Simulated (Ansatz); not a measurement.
Consider the ligand exchange at the Si–O bond: `O[Si](F)(F)O[SiH3]` + HI → `[SiH3]I` + `O[Si](O)(F)F`.

Calculated with Ansatz (gas phase, PBE0-D4/def2-TZVP geometries, no zero-point term in ΔE). CCSD(T)/CBS adds triple-zeta CCSD(T) − MP2 to the extrapolated MP2 energy (def2 sets, frozen cores). Functionals use def2-TZVPP. def2 core potentials past Kr. For I outer-core shells are correlated without core-valence functions, which leaves a few kJ/mol of doubt a bond. Each species was taken in one conformer, which may not be the lowest.

`O[Si](F)(F)O[SiH3]`:

Z-matrix (Å, degrees):
```
Si
F 1 1.581
F 1 1.581 2 105.2
O 1 1.611 2 111.1 3 120.3
O 1 1.590 2 110.6 3 -119.5
H 4 0.958 1 119.1 2 -57.9
Si 5 1.640 1 155.0 2 61.1
H 7 1.483 5 109.4 1 63.2
H 7 1.481 5 107.8 1 -177.0
H 7 1.483 5 109.5 1 -57.2
```

HI:

Cartesian coordinates in Å:
```
I -0.626 -0.123 0.491
H 0.626 0.123 -0.491
```

`[SiH3]I`:

Cartesian coordinates in Å:
```
Si 0.197 -0.054 0.031
I -2.128 0.583 -0.338
H 0.746 0.786 1.121
H 0.950 0.170 -1.224
H 0.236 -1.485 0.411
```

`O[Si](O)(F)F`:

```xyz
7

O    -1.452   -0.357    0.236
Si    0.071    0.137    0.076
O     0.806   -0.890   -0.922
F     0.166    1.611   -0.493
F     0.774    0.203    1.492
H    -1.936   -0.115    1.025
H     1.571   -0.590   -1.414
```

```csv
level,ΔE (kJ/mol),difference from CCSD(T)/CBS
r2SCANh-D4,17.7,-1.5
B2PLYP,24.6,5.4
PBE,5.7,-13.5
revPBE,4.2,-15.0
BLYP,22.6,3.4
r2SCAN,16.6,-2.6
PBE0,9.0,-10.2
r2SCANh,16.7,-2.5
HF/def2-SVP,32.1,12.9
HF/def2-TZVPP,36.5,17.3
CCSD(T)/CBS,19.2,0
```

Largest T1 diagnostic among the species: 0.011.

At CCSD(T), def2-SVP lies +6.4 kJ/mol from the extrapolated value and def2-TZVPP +7.3 kJ/mol. From PBE to PBE0 (25 % exact exchange), in def2-TZVPP and without D4, ΔE moves by +3.3 kJ/mol.

CCSD(T)/CBS has its own doubt, a few kJ/mol and more with outer-core shells, so smaller differences from it don't rank the levels.
